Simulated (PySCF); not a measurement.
C3H7O2, SMILES C[C](O)CO, multiplicity 2. The structure is a stationary point at B3LYP-D3(BJ)/def2-SVP. The isomer is the one that the SMILES or the coordinates give; other isomers of the formula were not compared. The values are those of a single conformer.

### Question
Give the equilibrium geometry at B3LYP-D3(BJ)/def2-SVP (PySCF confirms it by a frequency run) as bond lengths and angles. (An estimate is asked for; the answer gives what the named calculation found.)

### Answer
Several could match; the one computed here: 
Atoms: C1 C2 O3 C4 O5 H6 H7 H8 H9 H10 H11 H12. Bonded distances (Å): C1–C2 1.490, C1–H6 1.109, C1–H7 1.101, C1–H8 1.101, C2–O3 1.378, C2–C4 1.493, O3–H9 0.968, C4–O5 1.430, C4–H10 1.101, C4–H11 1.113, O5–H12 0.967. Bond angles (°): C2–C1–H6 111.8, C2–C1–H7 110.6, C2–C1–H8 110.7, H6–C1–H7 107.2, H6–C1–H8 107.5, H7–C1–H8 108.9, C1–C2–O3 113.0, C1–C2–C4 120.9, O3–C2–C4 116.5, C2–O3–H9 108.8, C2–C4–O5 113.4, C2–C4–H10 110.2, C2–C4–H11 109.6, O5–C4–H10 105.8, O5–C4–H11 110.8, H10–C4–H11 106.9, C4–O5–H12 107.2.
Charge 0, spin multiplicity 2.
